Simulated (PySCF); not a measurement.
# Predicted spectroscopic data

Computational details: σ from GIAO-PBE0/pcSseg-1, coordinates at the GFN2-xTB level, in PySCF 2.14.0 with density-fitted response routines (isolated molecule, relativity neglected, one averaged value for each set of equivalent atoms, single conformer).

Referencing at the same level of theory: 1H (31.72 ppm), 13C (186.93 ppm) against TMS. Where no couplings were computed, multiplicities follow the n + 1 count of equivalent neighbours, and m marks all less simple cases (inequivalent or close neighbours, rings, F or P nearby). Shifts are as computed. Against solution values, carbons near 30 ppm lie about +3 ppm off and those near 130 ppm about +5 ppm. Of 1211 compounds with measured shifts, 218 miss one by over three times the rms of a fit or turn the order of signals round; such compounds aren't used in these exercises.

Compound 1 (C8H12). 1H NMR (600 MHz, computed): δ 6.66 (m, 2H), 2.47 (m, 2H), 1.50 (m, 4H), 1.28 (m, 4H). 13C{1H} NMR (computed): δ 143.1 (CH), 33.3 (CH), 28.5 (CH2). Structure: SMILES C1=C[C@H]2CC[C@@H]1CC2.

Compound 2 (C8H12). 1H NMR (600 MHz, computed): δ 5.97 (m, 1H), 5.97 (m, 1H), 5.36 (m, 1H), 2.07 (s, 3H), 1.29 (s, 6H). 13C{1H} NMR (computed): δ 153.2, 119.5, 90.3, 88.0, 37.0, 32.7, 4.8. Structure: `C=CC(C)(C)C#CC`.
